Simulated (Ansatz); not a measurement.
B₂GaH₅Si, SMILES `[GaH2][B]1B[SiH2]1`, 9 atoms. Total charge 0; spin multiplicity 1. Correlated methods include outer-core shells of Ga, which these sets cover unevenly. Scalar relativity is left out up to krypton. All runs use 2 threads of an Arm Neoverse V1 on a shared host. Correlated methods freeze the cores.

**Question.** Give the basis size and wall time and peak host memory of each of these runs in Ansatz. direct RPA on PBE orbitals/def2-TZVPP energy; RKS PBE0-D4/def2-SVP energy; RHF-CCSD(T)/def2-TZVPP energy; RKS PBE0-D4/def2-TZVP frequencies; RKS CAM-B3LYP-D4/def2-TZVPP energy; RHF-MP2/def2-QZVPP energy; RKS PBE0-D4/def2-QZVPP energy; RKS revPBE-D4/def2-TZVPP energy; RHF-CCSD(T)/def2-SVP energy; RKS LC-ωPBE/def2-TZVPP energy; RKS ωB97M-V/def2-QZVPP energy; RKS ωB97M-V/def2-SVP energy. (An estimate is asked.)

**Answer.** Computed: Other jobs shared the machine, so times are rough.

```
                                level          job  functions  wall time  peak host memory (GiB)
                 RKS PBE0-D4/def2-SVP       energy        103      2.2 s                    0.45
             RKS revPBE-D4/def2-TZVPP       energy        222      3.6 s                    0.28
               RKS LC-ωPBE/def2-TZVPP       energy        222      5.5 s                    0.45
direct RPA on PBE orbitals/def2-TZVPP       energy        222      7.5 s                    0.49
          RKS CAM-B3LYP-D4/def2-TZVPP       energy        222      7.5 s                    0.62
                 RHF-CCSD(T)/def2-SVP       energy        103      8.5 s                    0.45
                 RKS ωB97M-V/def2-SVP       energy        103       11 s                    0.45
               RKS PBE0-D4/def2-QZVPP       energy        423       17 s                     1.4
               RKS ωB97M-V/def2-QZVPP       energy        423       41 s                     1.7
                   RHF-MP2/def2-QZVPP       energy        423       49 s                     2.2
               RHF-CCSD(T)/def2-TZVPP       energy        222    2.6 min                     3.2
                RKS PBE0-D4/def2-TZVP  frequencies        177    3.6 min                    0.45
```

LC-ωPBE has ω = 0.4 bohr⁻¹.
